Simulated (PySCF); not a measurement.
Worked example: entropy of an ideal gas

Ge(Br)(OH) (BrGeHO), SMILES [Ge]([Br])[OH] (connectivity only; charge and spin as stated), neutral, multiplicity 1.

Coordinates come from a B3LYP-D3(BJ)/def2-TZVP optimisation. The values are those of a single conformer.

B3LYP-D3(BJ)/def2-TZVP run with PySCF 2.14.0 gives the harmonic wavenumbers 183, 279, 437, 671, 821, 3795 cm⁻¹ and the rotational temperatures 0.5871, 0.0942, 0.0812 K. The molar mass is 169.54 g/mol, the symmetry number 1, the spin multiplicity 1.

Question: Work out the entropy at 298.15 K and 1 atm in the rigid-rotor, harmonic-oscillator model.

Answer: 
Translation (Sackur–Tetrode at 1 atm): S = R[1.5 ln M + 2.5 ln T − 1.16487] = 172.8 J/(mol K).
Rotation: q = (√π/σ) T^1.5/√(θA θB θC) = 136000, S = R[ln q + 3/2] = 110.8 J/(mol K).
Vibration: with u = 1.4388 ν/T, each mode gives R[u/(e^u − 1) − ln(1 − e^−u)]:
| ν (cm⁻¹) | modes | u | S (J/(mol K)) |
|---|---|---|---|
| 183 | 1 | 0.88 | 9.61 |
| 279 | 1 | 1.35 | 6.44 |
| 437 | 1 | 2.11 | 3.50 |
| 671 | 1 | 3.24 | 1.43 |
| 821 | 1 | 3.96 | 0.80 |
The stiffer modes add less than 0.005 each. Sum 21.8 J/(mol K).
Spin: R ln 1 = 0.0 J/(mol K).
Total 305.3 J/(mol K); the program's own thermochemistry gives 305.3. Translation makes up 57 % and vibration 7 %. Anharmonicity, hindered rotation and orbital degeneracy are left out.
